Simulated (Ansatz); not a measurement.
Basis-set extrapolation for `[PH3+][Al-]([Cl])([Cl])[Cl]` (PBE0-D4/def2-TZVP geometry, frozen core, Ansatz 0.2.0). Multiplicity 1, RHF reference.

```tsv
	def2-TZVPP	def2-QZVPP
HF	-1963.203006	-1963.258418
MP2 correlation	-0.804041	-0.883861
CCSD(T) correlation	-0.913507	not run
```

Energies in hartree. Use E(X) = E(∞) + A·exp(−7.88·√X) for Hartree–Fock and E(X) = E(∞) + B·X^(−2.97) for correlation, with X = 3 and 4, and add CCSD(T) minus MP2 of the smaller set to the MP2 limit.

Q: What is the CCSD(T) energy at the basis-set limit?

A: HF limit: -1963.258418 + (-0.055412) × 0.13774 = -1963.26605. MP2 limit: -0.883861 + (-0.079820) × 0.74074 = -0.94299. Higher-order term: -0.913507 − (-0.804041) = -0.10947. Total: -1964.31851 hartree, 5.50 eV below CCSD(T)/def2-TZVPP.
